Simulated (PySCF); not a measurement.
OY, SMILES [Y]=[O] (connectivity only; charge and spin as stated), neutral, multiplicity 2.

Geometry: PBE-D3(BJ)/def2-TZVPD. The def2 effective core potentials stand for the cores of Y; spin–orbit coupling is left out.

Two levels are set side by side: PBE/def2-TZVPD (PySCF) and M06-2X/def2-TZVPD (PySCF). Same geometry, gas phase. Differences are taken from unrounded values.

```csv
quantity,PBE
α-spin orbital gap (eV),1.69
β-spin orbital gap (eV),2.90
dipole moment (D),4.50
mean polarisability (bohr³),126.8
```

Question: These are the PBE values. What does M06-2X give? (Estimate from the structure and the level; the computed values follow.)

Answer: 
```json
[
 {"quantity": "α-spin orbital gap (eV)", "M06-2X": "4.60", "PBE minus M06-2X": "-2.90"},
 {"quantity": "β-spin orbital gap (eV)", "M06-2X": "5.30", "PBE minus M06-2X": "-2.40"},
 {"quantity": "dipole moment (D)", "M06-2X": "5.05", "PBE minus M06-2X": "-0.55"},
 {"quantity": "mean polarisability (bohr³)", "M06-2X": "100.1", "PBE minus M06-2X": "26.7"}
]
```

PBE's more diffuse valence density responds more strongly to a field. Differences between two approximate levels are no errors against the true value.

Rough cost on one machine, each run with all the roots and properties that it gave: M06-2X against PBE within a factor of 2.
